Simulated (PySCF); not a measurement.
Excitation energy of Au⁺ by level of theory

Au⁺ [Xe] 4f14 5d10 (1S) → Au⁺ [Xe] 4f14 5d9 6s1 (3D), as a difference of total energies. Computed with PySCF 2.14 in def2-TZVPPD with the def2 core potential (60 electrons) (6s5p3d2f1g, 59 functions), with a scalar-relativistic core potential. Correlated levels: valence: 5s2 5p6 frozen; valence and next inner shell: nothing frozen outside the core potential. The calculations carry no spin-orbit coupling.

| method | excitation energy (cm⁻¹) |
| --- | --- |
| UHF | 17087 |
| LDA | 18175 |
| PBE | 17967 |
| PBE0 | 18779 |
| MN15 | 17431 |
| TPSS | 17495 |
| wB97X-V | 20959 |
| r2SCANh | 17109 |
| MP2 (valence) | 21624 |
| SCS-MP2 (valence) | 22083 |
| MP2 (valence and next inner shell) | 19667 |

Task: Estimate what r2SCAN gives.

Result: 16766 cm⁻¹, closest to UHF among the rows shown.

Task: Estimate what SCS-MP2 (valence and next inner shell) gives.

Result: 20041 cm⁻¹, closest to MP2 (valence and next inner shell) among the rows shown.
